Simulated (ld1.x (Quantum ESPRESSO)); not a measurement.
Results of a calculation; reference values are marked as such.
Potentials for Ge (Z = 32) compared

Generated with ld1.x 7.5 (TM, RRKJ, ultrasoft, PAW), atompaw 4.2 or ONCVPSP 4.0.1. The cutoff is in Ry: for ld1.x and atompaw files where the sum of valence levels is converged to 10 mRy in a Bessel basis, for ONCV files where the hardest occupied wave has 1 mHa per electron of residual kinetic energy. The error is the largest all-electron minus pseudo excitation energy over each file’s own four to seven test configurations (ionisations up to +4, promotions, holes and added fractions of an electron), all of which were solved. The labels leave out finer settings (local radius, basis sizes, second energies), which also bear on the numbers. Spin-polarised tests are not counted. The rows are a selection from randomly drawn settings: files with unsolved tests, undetermined cutoffs or missed reference levels are left out.

A true bound ghost makes a file unfit for plane-wave use even where its test errors are small: the radial tests pick states by their node count and pass the ghost by.

```csv
potential,cutoff (Ry),largest error (meV),bound ghosts
"ultrasoft, PBE, non-relativistic, rc 1.95/2.00/1.95 (spd), local smoothed, core correction yes, reference 4s2 4p1.5",6,-231,none
"RRKJ, PBE, scalar-relativistic, rc 1.50/1.75/1.70 (spd), local s, core correction no, reference 4s2 4p1.5",30,+108,d
"TM semilocal, PW91, scalar-relativistic, rc 1.75/1.55 (sp), local p, core correction no, reference 4s2 4p2",35,+78,none
```

(1) Fill in the row for Ge: TM, PBE, scalar-relativistic, rc 1.55/2.15 (sp), local smoothed, core correction no, reference 4s1.5 4p2.5.

(2) Fill in the row for Ge: TM, LDA (PZ), scalar-relativistic, rc 1.40/1.70/1.50 (spd), local d, core correction no, reference 4s2 4p0.

Answers

(1) cutoff 18 Ry, largest error +28 meV, bound ghosts: none.

(2) cutoff 35 Ry, largest error +143 meV, bound ghosts: s, p.
